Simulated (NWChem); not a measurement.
Species: C3H2ClF; SMILES C=C=C(F)Cl

Results from NWChem. All runs use the structure optimised with B3LYP/6-31G* (spherical d). COSMO at PBE/def2-SVP, default radii, gas-phase geometry; f = (ε − 1)/ε scales the surface charges.

| row | f | electrostatic solvation energy (kcal/mol) |
|---|---|---|
| ε = 1.5 | 0.3333 | -0.50 |
| ε = 2.4 | 0.5833 | withheld |
| ε = 7.6 | 0.8684 | -1.45 |
| ε = 25.0 | 0.9600 | -1.63 |
| ε = 78.4 | 0.9872 | -1.69 |

Problem. Fit a straight line of the last column on the one before it, predict the withheld value, and compare with the run.

Solution. 
1. Means of the 4 shown rows: x = 0.78722, y = -1.317. Slope Σ(x − x̄)(y − ȳ)/Σ(x − x̄)² = -0.5103/0.2825 = -1.807; intercept 0.105.
2. The shown rows scatter about the line by 0.009 (root mean square); the largest residual is +0.01, at ε = 7.6.
3. At x = 0.5833 (ε = 2.4; inside the shown range) the line gives -0.95.
4. The run gives -0.92, +0.03 from the line.
